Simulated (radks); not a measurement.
Effect of the nuclear size on the iodine ion I3+, [Kr] 4d10 5s2 5p2. Method: Dirac Kohn-Sham, exchange-only LDA, spin-unpolarised, spherical densities, finite nucleus; open shells are shared between the two j in proportion to 2j + 1; Fermi nuclear charge, rms radius 4.75 fm; computed with a radial shooting solver on a logarithmic mesh with Libxc functionals. The rms radius is varied about that value; shifts are against it.

| rms radius (fm) | total energy shift (eV) | density at nucleus (e/bohr^3) | 1s1/2 shift (meV) | 2s1/2 shift (meV) | 4p1/2 shift (meV) | 5s1/2 shift (meV) | 5p1/2 shift (meV) | 5p3/2 shift (meV) | 6s1/2 (empty) shift (meV) |
|---|---|---|---|---|---|---|---|---|---|
| 3.8855 | -1.96 | 2.568e+05 | -821 | -96.2 | 0.334 | -0.560 | 0.092 | 0.101 | -0.138 |
| 4.37 | -0.903 | 2.516e+05 | -378 | -44.3 | 0.154 | -0.258 | 0.042 | 0.046 | -0.064 |
| 4.75 | 0 | 2.48e+05 | 0.000 | 0.000 | 0.000 | 0.000 | 0.000 | 0.000 | 0.000 |
| 5.1063 | 0.903 | 2.449e+05 | 378 | 44.3 | -0.154 | 0.258 | -0.042 | -0.046 | 0.064 |
| 5.6335 | 2.34 | 2.408e+05 | 978 | 115 | -0.398 | 0.667 | -0.109 | -0.120 | 0.165 |

Slopes of the eigenvalues against <r^2> in GHz/fm^2, as finite differences over the two radii next to the reference (eigenvalue slopes, not the field-shift constants of lines): 1s1/2 26200, 2s1/2 3070, 4p1/2 -10.7, 5s1/2 17.8, 5p1/2 -2.93, 5p3/2 -3.22, 6s1/2 (empty) 4.41.
